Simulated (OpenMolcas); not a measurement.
**Nb3+ in Cs2NaYBr6: curves along the breathing mode**

Nb3+ with its 6 nearest bromide ions, on the Y site of Cs2NaYBr6 (a = 11.3047 Å, distance in the model lattice 2.765 Å). The rest of the host is ab initio model potentials to 7.6 Å, with orthogonalisation functions on the cations behind the ligands, and point charges beyond; the distance is set by hand and nothing relaxes. Ligand basis ANO-RCC-VDZP.

```json
{
 "Program": "OpenMolcas",
 "Method": "SS-CASPT2, IPEA 0.25 Eh, imaginary shift 0.1 Eh (closed shells correlated: 4s 4p and the ligand valence shells)",
 "Basis": "ANO-RCC-VDZP [6s5p3d1f]",
 "Scalar Hamiltonian": "DKH2, point nucleus",
 "Active space": "2 electrons in 5 orbitals (4d)",
 "State averaging": "2S+1 = 3 even, 10 roots; 2S+1 = 1 even, 15 roots",
 "Spin-orbit coupling": "RASSI with atomic mean-field integrals over the reference wave functions"
}
```

Spin-free energies (labels of O, the rotations of Oh) in cm-1 above the lowest fitted minimum, as all ligands move together:

| R (Å) | 3T1 | 1T2 | 1E | 1A1 | 3T2 | 3T1(2) | 1T2(2) |
| --- | --- | --- | --- | --- | --- | --- | --- |
| 2.501 | 3700 | 9730 | 10110 | 18400 | 26850 | 32120 | 32910 |
| 2.559 | 770 | 6910 | 7300 | 15740 | 21680 | 27170 | 28120 |
| 2.618 | 0 | 6370 | 6770 | 15320 | 19090 | 24680 | 25750 |
| 2.677 | 1310 | 7820 | 8220 | 16830 | 18630 | 24340 | 25540 |
| 2.736 | 4270 | 10910 | 11360 | 20000 | 19990 | 25890 | 27130 |
| 2.795 | 8800 | 15500 | 15950 | 24590 | 23070 | 28930 | 30380 |
| 2.854 | 14600 | 21330 | 21840 | 30440 | 27650 | 33700 | 35140 |

Cubic fits give the following; the wavenumber is harmonic, with the mass of all moving ligands, small differences in it between states hang on the degree of the fit, a number in brackets counts states of one label, and the table is a selection of at most 14 states with clean curves.

```json
{"State": "3T1", "R0 (Å)": "2.609", "Breathing mode (cm-1)": "203", "Minimum (cm-1)": "0"}
{"State": "1T2", "R0 (Å)": "2.604", "Breathing mode (cm-1)": "204", "Minimum (cm-1)": "6310"}
{"State": "1E", "R0 (Å)": "2.604", "Breathing mode (cm-1)": "204", "Minimum (cm-1)": "6700"}
{"State": "1A1", "R0 (Å)": "2.601", "Breathing mode (cm-1)": "202", "Minimum (cm-1)": "15230"}
{"State": "3T2", "R0 (Å)": "2.662", "Breathing mode (cm-1)": "201", "Minimum (cm-1)": "18500"}
{"State": "3T1(2)", "R0 (Å)": "2.658", "Breathing mode (cm-1)": "201", "Minimum (cm-1)": "24200"}
{"State": "1T2(2)", "R0 (Å)": "2.655", "Breathing mode (cm-1)": "201", "Minimum (cm-1)": "25350"}
{"State": "1T1", "R0 (Å)": "2.651", "Breathing mode (cm-1)": "200", "Minimum (cm-1)": "27220"}
{"State": "3A2", "R0 (Å)": "2.710", "Breathing mode (cm-1)": "199", "Minimum (cm-1)": "36760"}
{"State": "1E(2)", "R0 (Å)": "2.704", "Breathing mode (cm-1)": "199", "Minimum (cm-1)": "43370"}
{"State": "1A1(2)", "R0 (Å)": "2.697", "Breathing mode (cm-1)": "199", "Minimum (cm-1)": "51490"}
```

The minimum of 3T2 is shifted by +0.0521 Å against 3T1 (from the unrounded fits). With M = 479.4 u for the moving shell, the Huang-Rhys factor in this mode is S = M ω ΔR² / 2ħ = 0.01483 × 479.4 × 203 × 0.0521² = 3.92. Only the first shell moves, against a rigid host.

Roots that are degenerate in the reference are averaged as groups; the widest CASPT2 spread within a group is 590 cm-1 (the 3-fold group of multiplicity 1 near 22100 cm-1 above the lowest state of its run, R = 2.854). Shifts and gaps below about the spread of the groups concerned are not significant. Over all roots computed the reference weight is 0.68 to 0.69 in R = 2.501, 0.68 to 0.69 in R = 2.559, 0.68 to 0.69 in R = 2.618, 0.68 to 0.69 in R = 2.677, 0.68 to 0.70 in R = 2.736, 0.69 to 0.70 in R = 2.795, 0.69 to 0.70 in R = 2.854; a low but even weight reflects the number of correlated electrons. An orbital triplet at a regular site is open to Jahn-Teller coupling, which can distort the site and quench the lowest spin-orbit gaps and is left out. Ligand-to-metal charge-transfer states are missing. With no ligand orbital active B as a rule stays too high, so bands that hang on it stand too high and its fall with covalency is understated. With one d shell and no ligand orbital active, 10Dq can be off by a tenth or more. The least metal-like active orbital is 71 % on the metal (Löwdin) and no ligand orbital is active, so the numbers are rough (holds for R = 2.501). The least metal-like active orbital is 74 % on the metal (Löwdin) and no ligand orbital is active, so the numbers are rough (holds for R = 2.559). The least metal-like active orbital is 76 % on the metal (Löwdin) and no ligand orbital is active, so the numbers are rough (holds for R = 2.618). The least metal-like active orbital is 78 % on the metal (Löwdin) and no ligand orbital is active, so the numbers are rough (holds for R = 2.677). The least metal-like active orbital is 79 % on the metal (Löwdin) and no ligand orbital is active, so the numbers are rough (holds for R = 2.736). The least metal-like active orbital is 80 % on the metal (Löwdin) and no ligand orbital is active, so the numbers are rough (holds for R = 2.795). The least metal-like active orbital is 82 % on the metal (Löwdin) and no ligand orbital is active, so the numbers are rough (holds for R = 2.854). No measured value stands beside these numbers.
